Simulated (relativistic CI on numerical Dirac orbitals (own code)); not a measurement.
**Level scheme of Cs XLIV**

Method of calculation: Dirac-Coulomb-Breit CI, orbitals from a KLI potential per configuration, model QED (radiative potential, 1s self-energy scaled to tabulated hydrogen-like ionisation energies), unscaled Slater integrals (own radial code, finite nucleus).

CI space (outside the closed core [Ne]): 3s2, 3s 3p, 3p2, 3s 3d, 3d2, 3p 3d, 3p 4s, 3d 4s, 3s 4s, 3s 4p, 3s 4d, 3s 4f, 3s 5s, 3s 5p, 3s 5d, 3s 5f. Levels of other configurations are missing.

| No. | Configuration | Term | J | E (10³ cm⁻¹) | % | Landé g | Lifetime (s) |
| --- | --- | --- | --- | --- | --- | --- | --- |
| 1 | 3s2 | 1S | 0 | 0.0 | 99 |  |  |
| 2 | 3s 3p | 3P° | 0 | 716.0 | 100 |  |  |
| 3 | 3s 3p | 3P° | 1 | 790.9 | 81 | 1.394 | 1.48e-10 |
| 4 | 3s 3p | 3P° | 2 | 1457.7 | 100 | 1.493 | 3.11e-07 |
| 5 | 3s 3p | 1P° | 1 | 1678.0 | 80 | 1.091 | 3.20e-12 |
| 6 | 3p2 | 3P | 0 | 1726.9 | 73 |  | 1.37e-11 |
| 7 | 3p2 | 1D | 2 | 2386.4 | 58 | 1.137 | 1.13e-11 |
| 8 | 3p2 | 3P | 1 | 2394.3 | 100 | 1.494 | 4.15e-12 |
| 9 | 3s 3d | 3D | 1 | 2655.2 | 100 | 0.493 | 4.23e-12 |
| 10 | 3s 3d | 3D | 2 | 2695.5 | 86 | 1.156 | 3.48e-12 |
| 11 | 3s 3d | 3D | 3 | 2820.0 | 100 | 1.327 | 1.08e-11 |
| 12 | 3s 3d | 1D | 2 | 2901.6 | 63 | 1.133 | 6.52e-12 |
| 13 | 3p2 | 3P | 2 | 3224.9 | 44 | 1.214 | 2.26e-12 |
| 14 | 3p2 | 1S | 0 | 3294.5 | 72 |  | 2.51e-12 |
| 15 | 3p 3d | 3F° | 2 | 3429.7 | 76 | 0.750 | 3.33e-11 |
| 16 | 3p 3d | 3D° | 1 | 3618.1 | 58 | 0.795 | 2.92e-12 |
| 17 | 3p 3d | 3P° | 2 | 3695.8 | 45 | 1.261 | 8.43e-12 |
| 18 | 3p 3d | 3F° | 3 | 3696.8 | 64 | 1.111 | 1.51e-11 |
| 19 | 3p 3d | 3D° | 2 | 4237.0 | 46 | 1.010 | 2.50e-12 |
| 20 | 3p 3d | 3D° | 3 | 4298.6 | 41 | 1.160 | 2.61e-12 |
| 21 | 3p 3d | 3P° | 0 | 4299.0 | 100 |  | 2.26e-12 |
| 22 | 3p 3d | 3P° | 1 | 4302.7 | 66 | 1.170 | 2.27e-12 |
| 23 | 3p 3d | 3F° | 4 | 4337.1 | 100 | 1.244 | 6.35e-12 |
| 24 | 3p 3d | 3P° | 2 | 4415.8 | 53 | 1.286 | 3.47e-12 |
| 25 | 3p 3d | 1F° | 3 | 4541.8 | 60 | 1.126 | 3.11e-12 |
| 26 | 3p 3d | 1P° | 1 | 4607.9 | 73 | 1.016 | 2.91e-12 |
| 27 | 3d2 | 3F | 2 | 5376.3 | 83 | 0.725 | 2.31e-12 |
| 28 | 3d2 | 3P | 0 | 5513.9 | 84 |  | 1.99e-12 |
| 29 | 3d2 | 3F | 3 | 5519.6 | 100 | 1.077 | 3.37e-12 |
| 30 | 3d2 | 3F | 4 | 5592.4 | 57 | 1.136 | 4.15e-12 |
| 31 | 3d2 | 3P | 2 | 5594.8 | 48 | 1.190 | 2.87e-12 |
| 32 | 3d2 | 3P | 1 | 5618.1 | 100 | 1.495 | 2.79e-12 |
| 33 | 3d2 | 1G | 4 | 5727.1 | 57 | 1.101 | 6.46e-12 |
| 34 | 3d2 | 3P | 2 | 5773.4 | 50 | 1.232 | 5.04e-12 |
| 35 | 3d2 | 1S | 0 | 5959.1 | 83 |  | 3.42e-12 |
| 36 | 3s 4s | 3S | 1 | 12547.7 | 100 | 1.995 | 6.78e-14 |
| 37 | 3s 4s | 1S | 0 | 12630.9 | 100 |  | 7.23e-14 |
| 38 | 3s 4p | 3P° | 0 | 12924.2 | 99 |  | 2.93e-13 |
| 39 | 3s 4p | 3P° | 1 | 12931.2 | 69 | 1.336 | 8.49e-14 |
| 40 | 3s 4p | 1P° | 1 | 13211.3 | 59 | 1.171 | 6.03e-14 |
| 41 | 3s 4p | 3P° | 2 | 13224.2 | 100 | 1.496 | 3.67e-13 |
| 42 | 3p 4s | 3P° | 0 | 13410.4 | 99 |  | 9.98e-14 |
| 43 | 3p 4s | 3P° | 1 | 13447.9 | 63 | 1.327 | 7.96e-14 |
| 44 | 3s 4d | 3D | 1 | 13653.1 | 100 | 0.497 | 3.58e-14 |
| 45 | 3s 4d | 3D | 2 | 13659.0 | 71 | 1.114 | 3.62e-14 |

Energies count from the lowest computed level; ° marks odd parity; lifetimes are radiative, by E1, M1, E2, M2 decay to levels of this space only; some are left blank where a channel outside the calculation adds to the decay or the decay crosses a small, uncertain gap.

The mean weight of the leading LS term, summed over parents, in these 45 levels is 77 %, and that of the leading jj configuration (from the same eigenvectors) 95 %, so jj coupling describes them better and the LS labels are nominal.

At this charge energies of transitions that change n are usually good to better than 1 %, and those within a shell (Δn = 0) to a few per cent.

LS names give the leading component of a level, which can be under half, so a name can repeat, a term be missing and a line seem to break the LS rules.
